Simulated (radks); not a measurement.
All-electron atom: B IV in [He].

All-electron calculation, scalar-relativistic Kohn-Sham, BLYP, spin-polarised, spherical densities, finite nucleus; Fermi nuclear charge, rms radius 2.406 fm. Program: a radial shooting solver on a logarithmic mesh with Libxc functionals.

Energy parts (eV):
| part | energy |
|---|---|
| total | -599.385 |
| kinetic | 598.470 |
| electron-nucleus | -1275.603 |
| Hartree | 157.431 |
| exchange-correlation | -79.683 |

Orbitals (lengths in bohr, moments of r in powers of bohr):
orbital  occ.  eigenvalue (eV)    <r^4>   <r^2>
1s          2        -231.9095  0.05496  0.1443

The highest occupied level is 1s at -231.91 eV. For comparison, the ionisation energy in NIST's Atomic Spectra Database is 259.37 eV (theoretical). In exact Kohn-Sham theory the highest level is minus the ionisation energy, but local and semilocal functionals leave it too shallow, through self-interaction and a potential that decays too fast; potentials with the right tail come closer. The density falls to 0.001 e/bohr^3 at r = 1.23 bohr. Summed over all electrons, <r^2> = 0.2886 bohr^2, which gives a Langevin (diamagnetic) susceptibility term of -0.229 x 10^-6 cm^3/mol. The electron density at the nucleus is 71.13 e/bohr^3 (large components only).
